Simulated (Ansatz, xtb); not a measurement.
## C4H5F2N: which of two isomers lies lower

Structure a is `FC1(F)C=NCC1`, a singlet and structure b is `C[C@H](C#N)C(F)F`, a singlet. Both are isolated molecules in the gas phase, relaxed with B3LYP-D3(BJ)/def2-SVP; the shapes shown needn't be the lowest conformers.

a (Å):

```xyz
12

C    -0.1634   -0.9136   -1.1750
C     1.0370    0.0087   -1.2749
C     0.0629    0.6806    0.6283
C    -0.8609   -0.4452    0.1034
F    -0.9545   -0.8082   -2.2813
F     0.2350   -2.2177   -1.1139
N     1.1601    0.8458   -0.3298
H     1.7448   -0.0594   -2.1106
H     0.4971    0.4536    1.6155
H    -0.4558    1.6468    0.7352
H    -0.9539   -1.2872    0.8021
H    -1.8680   -0.0846   -0.1452
```

b (Å):

```yaml
atoms:
  - { symbol: C, position_ang: [0.5761, 0.9611, -0.0298] }
  - { symbol: C, position_ang: [0.0580, -0.4860, -0.0127] }
  - { symbol: C, position_ang: [1.0625, -1.4364, -0.5031] }
  - { symbol: C, position_ang: [-1.2397, -0.6352, -0.8174] }
  - { symbol: F, position_ang: [-2.1925, 0.1558, -0.2606] }
  - { symbol: F, position_ang: [-1.0481, -0.2243, -2.0941] }
  - { symbol: N, position_ang: [1.8579, -2.1805, -0.8957] }
  - { symbol: H, position_ang: [-0.1994, 1.6331, 0.3623] }
  - { symbol: H, position_ang: [0.8230, 1.2663, -1.0558] }
  - { symbol: H, position_ang: [1.4764, 1.0534, 0.5927] }
  - { symbol: H, position_ang: [-0.1909, -0.7795, 1.0217] }
  - { symbol: H, position_ang: [-1.6115, -1.6739, -0.8362] }
```

Task: Estimate E(b) − E(a) at the level CCSD(T)/def2-SVP + ΔMP2/def2-TZVPP.

Result: Calculated at CCSD(T)/def2-SVP + ΔMP2/def2-TZVPP: E(b) − E(a) = −6.0 kcal/mol, so structure b lies lower.

How the difference moves with the method:

```
                             level               geometry  E(b) − E(a) (kcal/mol)  departure from the last row (kcal/mol)  job, with rough time for the two
                          GFN2-xTB               GFN2-xTB                     +16.2                                   +22.2              optimisation, 0.23 s
                         HF/STO-3G               GFN2-xTB                      +4.6                                   +10.6              single point, 0.72 s
                r2SCAN-D4/def2-SVP               GFN2-xTB                      −0.4                                    +5.6               single point, 3.9 s
             B3LYP-D3(BJ)/def2-SVP  B3LYP-D3(BJ)/def2-SVP                      −3.1                                    +3.0                optimisation, 45 s
                       HF/def2-SVP  B3LYP-D3(BJ)/def2-SVP                      −9.4                                    −3.3           part of the CCSD(T) run
                      MP2/def2-SVP  B3LYP-D3(BJ)/def2-SVP                     −11.7                                    −5.6           part of the CCSD(T) run
                  CCSD(T)/def2-SVP  B3LYP-D3(BJ)/def2-SVP                      −8.8                                    −2.8                      single point
CCSD(T)/def2-SVP + ΔMP2/def2-TZVPP  B3LYP-D3(BJ)/def2-SVP                      −6.0                                                        single point, 79 s
```

As drawn, b has 1 C≡N in place of 1 C=N, 1 C–N. Structure a has a 5-membered ring, b no ring.

GFN2-xTB, HF/STO-3G put the two in the other order. r2SCAN-D4/def2-SVP finds them nearly level. The largest departure from CCSD(T)/def2-SVP + ΔMP2/def2-TZVPP is that of GFN2-xTB, 22.2 kcal/mol. The last row adds to CCSD(T) the change of the MP2 difference between the two basis sets, here +2.8 kcal/mol.

With thermal terms from frequencies at re-optimised GFN2-xTB minima (ideal gas, soft modes damped towards free rotors, one conformer each, 298.15 K, 1 atm): on the last row, ΔE + ΔZPE = −7.0, ΔH = −6.1, ΔG = −8.1 kcal/mol.

The correlated steps freeze 7 core orbitals. Mirror images aren't counted in ΔG. Run with Ansatz 0.2.0, xtb 6.7.1; the last row on 2 threads of Intel(R) Xeon(R) Processor @ 2.70GHz on a shared host.
